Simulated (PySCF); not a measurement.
**Peak assignment**

Bonds (- single, = double, # triple, : aromatic): C1=C2, C2-C3, C3-Cl4, C2-Si5, Si5-C6, C6#C7, C7-Si8, Si8-F9. C1 carries H10, H11; C3 carries H12, H13; Si5 carries H14, H15; Si8 carries H16, H17. H11 is cis to C3; H10 is trans to C3.

Computed data (PySCF 2.14.0 with density-fitted response routines): σ from GIAO-PBE0/pcSseg-1, GFN2-xTB structure. In vacuum, single conformer, no relativistic terms, averaged over atoms made equivalent by symmetry, fast rotation or ring inversion.

References, each an isolated molecule treated in the same way: ¹³C and ¹H against TMS.

Q: Assign these signals to the numbered atoms. ¹³C{¹H} NMR (computed): δ 150.8 (C), 136.2 (CH2), 117.6 (C), 116.7 (C), 57.0 (CH2).

A: 
150.8 → C2, fully substituted alkene carbon: as expected for a trigonal carbon in a double bond
136.2 → C1, terminal =CH2 carbon: as expected for a trigonal carbon in a double bond
117.6 → C6, alkyne carbon
116.7 → C7, alkyne carbon
57.0 → C3, allylic sp3 CH2 bonded to Cl: deshielded by the electronegative neighbour

C6 and C7 lie closer than the usual error of such a calculation, so a measured spectrum could show them in the other order.

Q: Assign these signals to the numbered atoms. ¹H NMR (300 MHz, computed): δ 6.26 (br s, 1H), 5.73 (br s, 1H), 5.18 (m, 2H), 4.80 (s, 2H), 4.57 (s, 2H).

A: 
| δ (ppm) | atoms | environment | reason |
| --- | --- | --- | --- |
| 6.26 | H11 | hydrogen on a terminal =CH2 carbon | a vinylic proton, deshielded by the sp2 carbon and the C=C anisotropy |
| 5.73 | H10 | hydrogen on a terminal =CH2 carbon | – |
| 5.18 | H16/H17 | hydrogen on a silicon bonded to C, F | – |
| 4.80 | H14/H15 | hydrogen on a silicon bonded to 2 C | – |
| 4.57 | H12/H13 | hydrogen on an allylic sp3 CH2 bonded to Cl | its carbon carries Cl, an electronegative neighbour |

Carbons that carry Cl, above all several Cl atoms, come out too deshielded, partly because spin–orbit coupling is missing. Splittings by ¹⁹F in the carbon and heteronuclear signals aren't shown, as no couplings were computed. Shifts are as computed. Against solution values, carbons near 30 ppm lie about +3 ppm off and those near 130 ppm about +5 ppm; carbons on Cl a further +6 ppm. Of 1211 compounds with measured shifts, 218 miss one by over three times the rms of a fit or turn the order of signals round; such compounds aren't used in these exercises. No couplings were computed; multiplicities are counted from neighbouring protons, with m where these are inequivalent, close in shift, in a saturated or five-membered ring or joined by F or P, and br s for small geminal =CH2 splittings.
